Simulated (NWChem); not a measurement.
System: SiHF cation, doublet; SMILES of the neutral closed-shell parent [SiH]F

```xyz
3

Si     0.1389     0.5593     0.0000
H     -1.1837     1.3157     0.0000
F     -0.0302    -1.0030     0.0000
```
Atoms are numbered in this order, from 1.

All runs: NWChem. Spin-unrestricted. In the optimisation the excess spin sits in a' (Cs, its own frame). Geometry: optimised at PBE0/def2-SVP, spin-unrestricted. This spin state was assumed; another may lie lower. No stability test was run on the SCF state. Fermi-contact couplings, non-relativistic, static geometry.

For level PBE/IGLO-III:

```
Item                      Value
------------------------  -----
A(iso) 29Si atom 1 (MHz)   -978
A(iso) 1H atom 2 (MHz)      486
A(iso) 19F atom 3 (MHz)     109
```

Problem. Estimate the same quantities for level TPSSh/IGLO-III.

Solution. 
| Item | Value |
|---|---|
| A(iso) 29Si atom 1 (MHz) | -1023 |
| A(iso) 1H atom 2 (MHz) | 498 |
| A(iso) 19F atom 3 (MHz) | 134 |
